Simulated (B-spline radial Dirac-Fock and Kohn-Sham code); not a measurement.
# The Hg atom: differential elastic cross section for electrons at 879 eV

The computed values come from a B-spline atomic structure program: relativistic (Dirac) partial waves in the static field of the Dirac-Fock atom with Furness-McCarthy exchange, without polarisation or absorption potentials.

Input file task.json (cfg lists n, l and occupation; rrms is the nuclear radius in fm):

```json
{"items": [{
  "Z": 80,
  "q": 0,
  "cfg": [[1, 0, 2], [2, 0, 2], [2, 1, 6], [3, 0, 2], [3, 1, 6], [3, 2, 10], [4, 0, 2], [4, 1, 6], [4, 2, 10], [4, 3, 14], [5, 0, 2], [5, 1, 6], [5, 2, 10], [6, 0, 2]],
  "A": 202,
  "rrms": 5.4648,
  "do": "elastic",
  "energies": [[879.0, 0]],
  "theta": [0, 0.5, 1, 2, 4, 8, 12, 16, 24, 32, 45, 60, 75, 90, 105, 120, 135, 150, 165, 180]
}]}
```

Command: `python xray2_run.py task.json out`

```tsv
θ (°)	dσ/dΩ (a₀²/sr)	Sherman function
0	107	0.000
0.5	106	0.000
1	104	0.000
2	97.1	0.000
4	74.8	0.000
8	32.6	-0.001
12	12.6	-0.002
16	5.19	-0.003
24	1.54	0.013
32	0.866	0.031
45	0.362	-0.012
60	0.109	-0.144
75	0.223	0.091
90	0.0975	0.255
105	0.0318	-0.419
120	0.315	-0.095
135	0.233	-0.061
150	0.0413	-0.192
165	0.655	-0.017
180	1.21	0.000
```

Q: What integrated cross sections go with this distribution?

A: The total elastic cross section is 9.82 a₀², the first transport cross section 2.74 a₀² and the second, weighted with (3/2) sin²θ, 2.64 a₀². The mean deflection is ⟨1 − cos θ⟩ = 0.279, and 12 % of the collisions scatter beyond 90°.

On this grid of angles the cross section has minima near 60°, 105°, 150°, from interference among the few low partial waves with large phase shifts.
